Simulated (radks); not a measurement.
Q: The zinc ion Zn+, [Ar] 3d10 4s1. Method: non-relativistic Kohn-Sham, PBE, spin-polarised, spherical densities, point nucleus; computed with a radial shooting solver on a logarithmic mesh with Libxc functionals. Every spin shell is full or empty, so the densities are truly spherical. Functionals are evaluated on that one density, not self-consistently. Rank these exchange functionals by their error against the exact value of the orbitals, and give that value: LDA, B88, PBE, revPBE, PW91, OPTX, WC, AM05, EV93, revTPSS, MS2, Tao-Mo, TASK.

A: Exact: -69.3147 hartree. From best to worst, with 100 (|E| - |E exact|)/|E exact| (equal figures are ties): MS2 -0.08, PBE -0.10, revPBE +0.12, Tao-Mo -0.29, PW91 +0.34, B88 +0.39, revTPSS -0.45, EV93 +0.52, WC -0.74, OPTX +1.01, TASK -2.43, AM05 -5.14, LDA -5.68.
